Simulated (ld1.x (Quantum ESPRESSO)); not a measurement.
# u(r) = r·R(r): atom against pseudo-atom (bromine)

Columns: radius, all-electron u(r) and pseudo u(r) of the 4s shell (level -41.86 eV) of bromine in the configuration [Ar] 3d10 4s2 4p3; PBEsol, scalar-relativistic, PAW scheme, ld1.x (Quantum ESPRESSO) 7.5.

```json
{"r (bohr)": "0.082", "all-electron": "-0.1693", "pseudo": "-0.0843"}
{"r (bohr)": "0.165", "all-electron": "-0.2249", "pseudo": "-0.1689"}
{"r (bohr)": "0.248", "all-electron": "0.1013", "pseudo": "-0.2522"}
{"r (bohr)": "0.330", "all-electron": "0.3671", "pseudo": "-0.3327"}
{"r (bohr)": "0.413", "all-electron": "0.4535", "pseudo": "-0.4115"}
{"r (bohr)": "0.495", "all-electron": "0.3858", "pseudo": "-0.4861"}
{"r (bohr)": "0.578", "all-electron": "0.2240", "pseudo": "-0.5576"}
{"r (bohr)": "0.660", "all-electron": "0.0246", "pseudo": "-0.6237"}
{"r (bohr)": "0.742", "all-electron": "-0.1791", "pseudo": "-0.6844"}
{"r (bohr)": "0.825", "all-electron": "-0.3686", "pseudo": "-0.7399"}
{"r (bohr)": "0.908", "all-electron": "-0.5306", "pseudo": "-0.7885"}
{"r (bohr)": "0.990", "all-electron": "-0.6598", "pseudo": "-0.8292"}
{"r (bohr)": "1.072", "all-electron": "-0.7585", "pseudo": "-0.8621"}
{"r (bohr)": "1.155", "all-electron": "-0.8297", "pseudo": "-0.8870"}
{"r (bohr)": "1.238", "all-electron": "-0.8751", "pseudo": "-0.9029"}
{"r (bohr)": "1.320", "all-electron": "-0.8985", "pseudo": "-0.9096"}
{"r (bohr)": "1.402", "all-electron": "-0.9040", "pseudo": "-0.9070"}
{"r (bohr)": "1.485", "all-electron": "-0.8947", "pseudo": "-0.8951"}
{"r (bohr)": "1.568", "all-electron": "-0.8736", "pseudo": "-0.8736"}
{"r (bohr)": "1.650", "all-electron": "-0.8438", "pseudo": "-0.8438"}
{"r (bohr)": "1.733", "all-electron": "-0.8071", "pseudo": "-0.8071"}
{"r (bohr)": "1.815", "all-electron": "-0.7663", "pseudo": "-0.7663"}
{"r (bohr)": "1.898", "all-electron": "-0.7220", "pseudo": "-0.7220"}
{"r (bohr)": "1.980", "all-electron": "-0.6767", "pseudo": "-0.6767"}
{"r (bohr)": "2.062", "all-electron": "-0.6309", "pseudo": "-0.6309"}
{"r (bohr)": "2.145", "all-electron": "-0.5850", "pseudo": "-0.5850"}
```

Q: How many radial nodes do the two functions have?

A: The all-electron 4s function has n − l − 1 = 3 (the table is too coarse to show those close to the nucleus); the pseudo-wave has 0, since the states of the same l below it are removed with the core.

Q: At about which radius was the pseudo-wave matched?

A: 1.55 bohr, where the columns begin to agree (steps of 0.08 bohr).

Q: Where does each function peak?

A: Outermost all-electron maximum near 1.40 bohr, pseudo maximum near 1.32 bohr (to the table’s step).

Q: Is the pseudo-wave norm-conserving?

A: No, it belongs to a PAW set: the norm inside the radius is not constrained, and the difference is carried by the augmentation charge.
